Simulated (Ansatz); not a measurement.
Process, species as SMILES: C[SiH](C)[SiH3] -> [CH2][SiH](C)[SiH3] + H atom (the C-H bond at the site shown breaks; other sites are not compared here)
Structures are relaxed separately at B3LYP-D3(BJ)/def2-TZVP in Ansatz (a first-principles code), one conformer each, not searched for the lowest. Frequencies are from Ansatz.

Quantity: bond dissociation energy (enthalpy at 298 K, with B3LYP-D3(BJ) rigid-rotor harmonic-oscillator terms), in kJ/mol. Correlated levels leave the core frozen unless marked. UHF or UKS for open shells. Spin-orbit coupling is left out. No relativistic terms. CBS marks a two-point X^-3 extrapolation of the correlation energy; Hartree-Fock from the larger set. The bracket is a focal-point correction in the basis named.

```csv
level,program,bond dissociation energy (kJ/mol),minus last row
HF/cc-pV(T+d)Z,Ansatz,309.5,-111.4
revPBE-D4/def2-TZVPD,Ansatz + dftd4,399.9,-21.0
B3LYP-D3(BJ)/def2-TZVPD,Ansatz + dftd3,411.0,-9.9
PBE0/def2-QZVPP,Ansatz,405.0,-15.9
r2SCAN0-D4/def2-TZVPD,Ansatz + dftd4,399.2,-21.7
HSE06-D3(BJ)/def2-TZVPD,Ansatz + dftd3,405.6,-15.3
CAM-B3LYP-D3(BJ)/def2-TZVPD,Ansatz + dftd3,413.8,-7.1
wB97X-V/def2-TZVPD,Ansatz,418.0,-2.9
B2GP-PLYP-D3(BJ)/def2-TZVPD,Ansatz + dftd3,410.7,-10.2
B2GP-PLYP/def2-TZVPD,Ansatz,410.0,-10.9
MP2/6-31G*,Ansatz,386.5,-34.4
MP2/aug-cc-pV(T+d)Z,Ansatz,418.5,-2.4
MP2/cc-pV(T+d)Z,Ansatz,417.0,-3.9
SCS-MP2/6-31G,Ansatz,379.1,-41.8
SCS-MP2/aug-cc-pV(T+d)Z,Ansatz,423.5,2.6
CCSD/6-31G,Ansatz,375.1,-45.8
CCSD(T)/6-31G*,Ansatz,386.2,-34.7
"RI-MP2/CBS(aug-cc-pV(T+d)Z,aug-cc-pV(Q+d)Z)+[CCSD(T)-MP2]/aug-cc-pV(D+d)Z",Ansatz,423.2,2.3
"RI-MP2/CBS(aug-cc-pV(T+d)Z,aug-cc-pV(Q+d)Z)+[CCSD(T)-MP2]/aug-cc-pV(T+d)Z",Ansatz,421.9,1.0
"RI-MP2/CBS(cc-pV(T+d)Z,cc-pV(Q+d)Z)+[CCSD(T)-MP2]/cc-pV(Q+d)Z",Ansatz,421.7,0.8
"CCSD(T)/CBS(cc-pV(T+d)Z,cc-pV(Q+d)Z)",Ansatz,420.9,0.0
```
